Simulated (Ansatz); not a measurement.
`[F][Sn]([F])([F])[Br]` and `F[Si](F)(F)Br` differ in one element.

Ansatz, PBE0-D4/def2-TZVP geometries, multiplicity 1. 

Elements past krypton have def2 core potentials. Scalar relativity is left out up to krypton.

```csv
property,`[F][Sn]([F])([F])[Br]`
HOMO–LUMO gap (ωB97M-V/def2-TZVPP) / eV,10.86
LUMO energy (PBE/def2-TZVPP) / eV,-4.36
HOMO energy (B3LYP/def2-TZVPP) / eV,-9.66
HOMO energy (PBE0/def2-TZVPP) / eV,-9.94
HOMO energy (ωB97M-V/def2-TZVPP) / eV,-12.20
"ideal-gas entropy at 298 K and 1 bar (rigid rotor, harmonic PBE0-D4/def2-TZVP) / J/(mol·K)",359
```

Q: What does the change do to each property? (An estimate is asked.)

A: Ansatz gave: 
| property | `F[Si](F)(F)Br` | shift |
| --- | --- | --- |
| HOMO–LUMO gap (ωB97M-V/def2-TZVPP) / eV | 13.78 | 2.92 |
| LUMO energy (PBE/def2-TZVPP) / eV | -1.06 | 3.30 |
| HOMO energy (B3LYP/def2-TZVPP) / eV | -9.30 | 0.36 |
| HOMO energy (PBE0/def2-TZVPP) / eV | -9.60 | 0.34 |
| HOMO energy (ωB97M-V/def2-TZVPP) / eV | -11.84 | 0.36 |
| ideal-gas entropy at 298 K and 1 bar (rigid rotor, harmonic PBE0-D4/def2-TZVP) / J/(mol·K) | 319 | -40 |

With PBE0 the HOMO rises by 0.34 eV and the LUMO rises by 3.41 eV, so the gap widens by about 3.07 eV. PBE moves the HOMO by 0.34 eV and ωB97M-V by 0.36 eV.

B3LYP here is the variant with VWN-RPA as its local correlation; programs differ in this.

Spin–orbit coupling is left out; it splits and shifts lone-pair levels of the heavy atoms by tenths of an eV.
